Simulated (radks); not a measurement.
O2+, 6 electrons, occupied as [He] 2s2 2p2.

Method: Dirac Kohn-Sham, LDA (Slater exchange, Perdew-Wang correlation), spin-unpolarised, spherical densities, point nucleus; open shells fill j = l - 1/2 first; computed with a radial shooting solver on a logarithmic mesh with Libxc functionals.

Energy parts (eV):
| part | energy |
|---|---|
| total | -1977.738 |
| kinetic | 1973.113 |
| electron-nucleus | -4492.713 |
| Hartree | 726.176 |
| exchange-correlation | -184.314 |

Orbitals (lengths in bohr, moments of r in powers of bohr; r(max) is where P^2 peaks):
| orbital | occ. | eigenvalue (eV) | <r^4> | r(max) | <1/r> |
|---|---|---|---|---|---|
| 1s1/2 | 2 | -553.8068 | 0.007706 | 0.1298 | 7.597 |
| 2s1/2 | 2 | -58.0103 | 2.929 | 0.8341 | 1.409 |
| 2p1/2 | 2 | -43.3778 | 3.326 | 0.7368 | 1.313 |
| 2p3/2 | 0 | -43.3248 | 3.338 | 0.7377 | 1.311 |

The highest occupied level is 2p1/2 at -43.378 eV. Summed over all electrons, <r^2> = 5.148 bohr^2, which gives a Langevin (diamagnetic) susceptibility term of -4.08 x 10^-6 cm^3/mol. For comparison, the ionisation energy in NIST's Atomic Spectra Database is 54.936 eV (semi-empirical). In exact Kohn-Sham theory the highest level is minus the ionisation energy, but local and semilocal functionals leave it too shallow, through self-interaction and a potential that decays too fast; potentials with the right tail come closer.

Beside tabulated values, note that spin-unpolarised runs miss the spin-polarisation part of the exchange energy of open shells.
